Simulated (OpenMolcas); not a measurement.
## Mo2+: CASPT2 settings compared

- Program: OpenMolcas
- Basis: ANO-RCC-VDZP [6s5p3d1f]
- Scalar Hamiltonian: X2C, point nucleus
- Active space: 4 electrons in 5 orbitals (4d)
- State averaging: 2S+1 = 5 even, 5 roots; 2S+1 = 3 even, 45 roots kept (CI in the orbitals of an earlier block); 2S+1 = 1 even, 44 roots kept (CI in the orbitals of an earlier block)
- Spin-orbit coupling: RASSI with atomic mean-field integrals over the reference wave functions, term energies averaged over their components

Methods on the same reference wave functions:
A. CASSCF
B. SS-CASPT2, IPEA 0.3 Eh, sigma1 regulariser 0.1 Eh (closed shells correlated: 4s 4p)
C. SS-CASPT2, IPEA 0.6 Eh, imaginary shift 0.05 Eh (closed shells correlated: 3d 4s 4p)
D. SS-CASPT2, IPEA 0.35 Eh, real shift 0.15 Eh (closed shells correlated: 4s 4p)
E. MS-CASPT2, IPEA 0.35 Eh, real shift 0.15 Eh (closed shells correlated: 4s 4p)
F. MS-CASPT2, IPEA 0.3 Eh, sigma1 regulariser 0.1 Eh (closed shells correlated: 4s 4p)

Energies in cm-1 above 4d4 5D0, the measured ground level; measured values from Sugar and Musgrove, J. Phys. Chem. Ref. Data 17, 155 (1988).

```json
{"Level": "4d4 5D0", "A": "0.0", "B": "0.0", "C": "0.0", "D": "0.0", "E": "0.0", "F": "0.0", "Measured": "0.0"}
{"Level": "4d4 5D1", "A": "232", "B": "247", "C": "243", "D": "246", "E": "246", "F": "247", "Measured": "242"}
{"Level": "4d4 5D2", "A": "656", "B": "685", "C": "677", "D": "682", "E": "684", "F": "686", "Measured": "668"}
{"Level": "4d4 5D3", "A": "1225", "B": "1259", "C": "1250", "D": "1256", "E": "1257", "F": "1260", "Measured": "1224"}
{"Level": "4d4 5D4", "A": "1903", "B": "1930", "C": "1923", "D": "1927", "E": "1928", "F": "1930", "Measured": "1872"}
{"Level": "4d4 3H4", "A": "15406", "B": "14550", "C": "14730", "D": "14600", "E": "14590", "F": "14540", "Measured": "12680"}
{"Level": "4d4 3P0(1)", "A": "15710", "B": "12750", "C": "13420", "D": "12970", "E": "12950", "F": "12750", "Measured": "11149"}
{"Level": "4d4 3H5", "A": "15934", "B": "15160", "C": "15320", "D": "15210", "E": "15210", "F": "15160", "Measured": "13276"}
{"Level": "4d4 3H6", "A": "16435", "B": "15710", "C": "15860", "D": "15750", "E": "15750", "F": "15710", "Measured": "13811"}
{"Level": "4d4 3P1(1)", "A": "17016", "B": "14090", "C": "14760", "D": "14300", "E": "14300", "F": "14090", "Measured": "12510"}
{"Level": "4d4 3F3(1) [74 %]", "A": "17889", "B": "15870", "C": "16320", "D": "15990", "E": "15960", "F": "15840", "Measured": "13948"}
{"Level": "4d4 3F2(1)", "A": "17989", "B": "15890", "C": "16390", "D": "16020", "E": "15990", "F": "15850", "Measured": "13929"}
{"Level": "4d4 3F4(1)", "A": "18151", "B": "16200", "C": "16640", "D": "16310", "E": "16310", "F": "16190", "Measured": "14296"}
{"Level": "4d4 3P2(1)", "A": "19010", "B": "16060", "C": "16730", "D": "16270", "E": "16280", "F": "16060", "Measured": "14358"}
{"Level": "4d4 3G3 [74 %]", "A": "19817", "B": "17910", "C": "18240", "D": "17990", "E": "18010", "F": "17920", "Measured": "15871"}
{"Level": "4d4 3G4", "A": "20228", "B": "18320", "C": "18620", "D": "18400", "E": "18420", "F": "18340", "Measured": "16283"}
{"Level": "4d4 3G5", "A": "20552", "B": "18760", "C": "19030", "D": "18830", "E": "18830", "F": "18760", "Measured": "16714"}
{"Level": "4d4 1I6", "A": "23737", "B": "22490", "C": "22270", "D": "22460", "E": "22470", "F": "22490", "Measured": "20290"}
{"Level": "4d4 3D3", "A": "25002", "B": "21600", "C": "22160", "D": "21750", "E": "21750", "F": "21610", "Measured": "19488"}
{"Level": "4d4 3D2", "A": "25176", "B": "21770", "C": "22310", "D": "21920", "E": "21920", "F": "21770", "Measured": "19577"}
{"Level": "4d4 1G4(1)", "A": "25416", "B": "22830", "C": "22910", "D": "22870", "E": "22860", "F": "22820", "Measured": "20612"}
{"Level": "4d4 3D1", "A": "25429", "B": "22040", "C": "22600", "D": "22190", "E": "22190", "F": "22040", "Measured": ""}
{"Level": "4d4 1S0", "A": "29093", "B": "24490", "C": "25070", "D": "24640", "E": "24650", "F": "24500", "Measured": "22990"}
{"Level": "4d4 1D2", "A": "30751", "B": "26590", "C": "26800", "D": "26760", "E": "26760", "F": "26590", "Measured": "22806"}
```

Deviations, from unrounded energies. A percentage is the sum of absolute deviations over the sum of measured energies, with the sign that they share, or ± where signs differ.

```
                        Against measurement  Levels      A      B      C      D      E      F
             mean absolute deviation (cm-1)      22   3600   1700   2000   1800   1800   1700
      fine structure of the ground term (%)       4   ±1.3   +2.8   +2.1   +2.6   +2.7   +2.9
other terms of the ground configuration (%)      18  +26.7  +12.4  +14.6  +13.1  +13.0  +12.4
```

B, F lie about equally close to measurement and A furthest from it. The largest miss of F in the table is 4d4 1D2, by +3800 cm-1. The ranking rests on the paired levels alone, and a cruder setting can come out closer through cancelling errors.

Among B to F the level of the table that moves most is 4d4 3P1(1), by 670 cm-1 (lowest in F, highest in C). Moves below CASPT2's spread within the term are not significant.

The mean deviations of B to F differ by less than CASPT2's widest spread within a term (1900 cm-1), so their order carries little weight.

From A to B the spin-free energies of the other terms of 4d4 shown, above 5D, scale by factors of 0.82 to 0.95, as is usual when dynamic correlation screens the repulsion within a d or f shell.

The lowest spin-free term lies below A's lowest term by 0.234 hartree in B, 0.243 hartree in C, 0.231 hartree in D, 0.231 hartree in E, 0.234 hartree in F.

CASPT2 breaks the degeneracy within a term, and the mean is taken; among the terms shown or strongly mixed into the levels shown the widest spread is 1900 cm-1 (4d4 1I, F). Levels of configurations with an s electron are missing; early in the row they begin among the upper levels of the d shell and mix with terms of their name. Some levels mix across a computed gap that differs much from the measured one, so their mixing is not that of the real levels. Terms from blocks run as CI alone lack orbitals of their own. The CASPT2 spread within a term exceeds the gap to the next term for 4d4 1G(1) and 4d4 1I, so the order of their levels is uncertain (figures for B; the like holds for C, D, E, F). Without dynamic correlation excited terms often stand tens of per cent too high (terms of higher spin than the ground term too low), and those without a measured partner can miss by more than the paired ones (holds for A). Some terms miss by over 15 % even with CASPT2, which points to a basis or an active space too small for the shells correlated (holds for B; C; D; E; F). Computed and measured levels are paired by configuration, term and J; levels that our copy of the source lacks, or whose pairing is in doubt (as where it misses far off the trend of its configuration), stay unpaired and out of the deviations. Levels of configurations outside the active space are missing. The table leaves out levels that lie high or whose names do not pair safely across all columns.

A share in square brackets marks a mixed level and gives the weight of the term that names it, the lowest over the columns. A number in round brackets counts repeated terms of one configuration in the order of the reference energies.
